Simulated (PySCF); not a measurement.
Estimate the missing entries of this data sheet.

C7H15OPS.
SMILES: `CC(=O)C[P@@H](=S)CC(C)C`

Conformer (atom-mapped SMILES and torsion angles): `[CH3:1][C:2](=[O:3])[CH2:4][P@@H:5](=[S:6])[CH2:7][CH:8]([CH3:9])[CH3:10]`: C1–C2–C4–P5 88°, C2–C4–P5–S6 -71°, C4–P5–C7–C8 154°, P5–C7–C8–C9 -69°.

```csv
property,level,value
point group,PBE0-D3(BJ)/def2-SVP,?
"rotational constants A, B, C",PBE0-D3(BJ)/def2-SVP,?
dipole moment,KT2/pcSseg-1,?
HOMO energy,KT2/pcSseg-1,?
LUMO energy,KT2/pcSseg-1,-2.01 eV
13C chemical shifts (computed TMS as zero) by class,GIAO KT2/pcSseg-1,"189.9 (1 C), 52.0 (1 C), 45.1 (1 C), 37.8 (1 C), 30.9 (1 C), 24.8 (1 C), 23.7 (1 C) ppm"
1H chemical shifts (computed TMS as zero) by class,GIAO KT2/pcSseg-1,?
"isotropic shieldings of nuclei other than C and H, by class",GIAO KT2/pcSseg-1,?
```

The electronic properties come from PySCF, for the isolated species, density fitting. Isolated species at its PBE0-D3(BJ)/def2-SVP geometry (one conformer only). NMR classes are plain means over equivalent atoms (diastereotopic ones count apart unless rotation or inversion swaps them), as if these changed places fast; in this geometry the members of some classes differ.

Question: The 1H chemical shifts (computed TMS as zero) by class?

Answer: 7.72 (1 H), 2.72 (1 H), 2.47 (3 H), 2.43 (1 H), 2.40 (1 H), 2.20 (1 H), 1.62 (1 H), 1.40 (3 H), 1.06 (3 H) ppm.

Question: What is the dipole moment?

Answer: 2.48 D.

Question: What are the rotational constants A, B, C?

Answer: 1.356, 0.628, 0.508 GHz.

Question: Give the point group.

Answer: C1.

Question: Give the HOMO energy.

Answer: -5.60 eV.

Question: Give the isotropic shieldings of nuclei other than C and H, by class.

Answer: -300 (1 O), 358 (1 P), 680 (1 S) ppm.

The dipole matches unit charges of opposite sign 0.52 Å apart (1 e·Å = 4.8032 D). A dipole of 2.48 D is allowed in C1, and pure rotational transitions are dipole-allowed. The rotational constants make it an asymmetric top with κ = (2B − A − C)/(A − C) = -0.72, nearer the prolate limit (−1). With B = h/(8π²I), that is 505.379 GHz u Å² over I, the principal moments of inertia are 372.6, 804.5 and 995.1 u Å² (most abundant isotopes).

Dipole moments in a basis without diffuse functions can be off by tens of per cent, above all for small hydrides.
